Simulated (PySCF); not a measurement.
Compound: C₇H₉N.
SMILES with atom numbers: `[H]/[N:8]=[C:6](/[C@@H:3]([C:2]#[CH:1])[CH:4]=[CH2:5])[CH3:7]` (hydrogens: H9 on C1; H10 on C3; H11 on C4; H12, H13 on C5; H14, H15, H16 on C7; H17 on N8)

Level: PBE0/def2-SVPD in PySCF, non-relativistic, on one gas-phase PBE0-D3(BJ)/def2-SVP geometry that isn't relaxed in the solvent. The solvent is an IEF-PCM continuum (van der Waals radii × 1.2). Only the electrostatic response of the medium enters.

Gas phase at PBE0/def2-SVPD: HOMO -7.45 eV, LUMO -0.59 eV, dipole 2.14 D.

**Question.** What does the continuum do to the energy, the frontier levels and the dipole at PBE0/def2-SVPD in chloroform and tetrahydrofuran?

**Answer.** 
| solvent | ε | E(solvent) − E(gas) (kJ/mol) | polarisation term (kJ/mol) | distortion of the solute (kJ/mol) | HOMO (eV) | LUMO (eV) | dipole (D) |
| --- | --- | --- | --- | --- | --- | --- | --- |
| chloroform | 4.711 | -19.75 | -21.87 | 2.12 | -7.49 | -0.60 | 2.66 |
| tetrahydrofuran | 7.426 | -22.83 | -25.72 | 2.89 | -7.50 | -0.60 | 2.75 |

The polarisation term is half the interaction of the solute with the surface charges that it induces; the rest is the cost of distorting the solute's density. The sum is the electrostatic part of solvation alone. From chloroform to tetrahydrofuran the lowering changes by a factor 1.16, Onsager's factor (ε − 1)/(2ε + 1) by 1.14 and ε itself by 1.6.

**Question.** Which radius a makes the point-dipole formula ΔE = −[(ε − 1)/(2ε + 1)]·μ²/a³ give the value in tetrahydrofuran, with the gas-phase dipole?

**Answer.** μ = 0.842 au and |ΔE| = 0.00870 Eh give a = 1.70 Å; the farthest nucleus lies 3.72 Å from the centroid of the nuclei, so such a sphere wouldn't even hold the nuclei. The formula assumes a rigid point dipole at the centre of a sphere.

**Question.** How does the static polarisability (PBE0/def2-SVPD, frozen core, with the continuum's full static response) change?

**Answer.** 
```tsv
medium	isotropic (au)	principal values (au)	⟨r²⟩ of the electrons (bohr²)
gas	89.2	72.6, 86.6, 108.2	1012.0
chloroform	111.2	90.2, 105.8, 137.6	1011.2
tetrahydrofuran	115.3	93.7, 109.2, 142.9	1011.0
```

The isotropic value in tetrahydrofuran is 1.29 times the gas-phase one; no cavity-field correction is applied. ⟨r²⟩ is taken about the centre of nuclear charge.

Shape of the structure used: `[H]/[N:8]=[C:6](/[C@@H:3]([C:2]#[CH:1])[CH:4]=[CH2:5])[CH3:7]`: C2–C3–C4–C5 5°, C2–C3–C6–C7 -48°.
